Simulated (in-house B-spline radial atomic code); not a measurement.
# How G0W0 and RPA depend on the start: the strontium ion Sr⁺

Configuration [Kr] 5s1, highest spin. Computed with a B-spline radial code for spherical atoms: all electrons, scalar-relativistic (spin-free one-electron X2C), finite nucleus, each spin shell either full or empty, empty states to l = 9 with an (l + 1/2)⁻⁴ tail; G0W0 by contour deformation at full frequency.

RPA overbinds a lone outer s electron by self-correlation, and G0W0 tends to as well.

```json
{"start": "Hartree-Fock", "mean-field 5s up (eV)": "-10.476", "G0W0 (eV)": "-11.294", "QP weight": "0.966", "RPA correlation (Eh)": "-2.4903"}
{"start": "LDA VWN5", "mean-field 5s up (eV)": "-8.868", "G0W0 (eV)": "-11.539", "QP weight": "0.898", "RPA correlation (Eh)": "-2.7413"}
{"start": "PBE", "mean-field 5s up (eV)": "-8.674", "G0W0 (eV)": "?", "QP weight": "?", "RPA correlation (Eh)": "?"}
{"start": "PBE0", "mean-field 5s up (eV)": "-9.232", "G0W0 (eV)": "-11.458", "QP weight": "0.928", "RPA correlation (Eh)": "-2.6658"}
{"start": "r2SCAN", "mean-field 5s up (eV)": "-8.759", "G0W0 (eV)": "-11.497", "QP weight": "0.913", "RPA correlation (Eh)": "-2.6924"}
{"start": "HSE06", "mean-field 5s up (eV)": "-8.918", "G0W0 (eV)": "-11.476", "QP weight": "0.910", "RPA correlation (Eh)": "-2.6744"}
{"start": "B3LYP (VWN-RPA)", "mean-field 5s up (eV)": "-9.198", "G0W0 (eV)": "-11.489", "QP weight": "0.924", "RPA correlation (Eh)": "-2.6814"}
{"start": "TPSS", "mean-field 5s up (eV)": "-8.554", "G0W0 (eV)": "-11.469", "QP weight": "0.889", "RPA correlation (Eh)": "-2.7218"}
{"start": "BHandHLYP", "mean-field 5s up (eV)": "-9.716", "G0W0 (eV)": "-11.418", "QP weight": "0.947", "RPA correlation (Eh)": "-2.6042"}
{"start": "CAM-B3LYP", "mean-field 5s up (eV)": "-10.189", "G0W0 (eV)": "-11.429", "QP weight": "0.953", "RPA correlation (Eh)": "-2.6468"}
{"start": "LC-wPBE", "mean-field 5s up (eV)": "-10.938", "G0W0 (eV)": "-11.364", "QP weight": "0.964", "RPA correlation (Eh)": "-2.6404"}
{"start": "wB97X", "mean-field 5s up (eV)": "-10.636", "G0W0 (eV)": "-11.352", "QP weight": "0.963", "RPA correlation (Eh)": "-2.6288"}
{"start": "PBEsol", "mean-field 5s up (eV)": "-8.714", "G0W0 (eV)": "-11.512", "QP weight": "0.894", "RPA correlation (Eh)": "-2.738"}
{"start": "BLYP", "mean-field 5s up (eV)": "-8.612", "G0W0 (eV)": "-11.507", "QP weight": "0.891", "RPA correlation (Eh)": "-2.7383"}
{"start": "r2SCAN0", "mean-field 5s up (eV)": "-9.316", "G0W0 (eV)": "?", "QP weight": "?", "RPA correlation (Eh)": "?"}
{"start": "LDA exchange-only", "mean-field 5s up (eV)": "-8.270", "G0W0 (eV)": "-11.489", "QP weight": "0.882", "RPA correlation (Eh)": "-2.7388"}
```

Task: What G0W0 level, weight and RPA correlation energy follow from the r2SCAN0 start?

Result: G0W0 level -11.454 eV, weight 0.934, RPA correlation -2.6379 hartree.

Task: What G0W0 level, weight and RPA correlation energy follow from the PBE start?

Result: G0W0 level -11.493 eV, weight 0.890, RPA correlation -2.7363 hartree.

Task: How much of the dependence on the start does G0W0 remove?

Result: The mean-field levels span 2.67 eV and the G0W0 levels 0.245 eV. Against 11.030 eV (NIST, measured) the G0W0 removal energies are off by +0.26 to +0.51 eV, with spin-orbit coupling, Breit and QED terms left out.
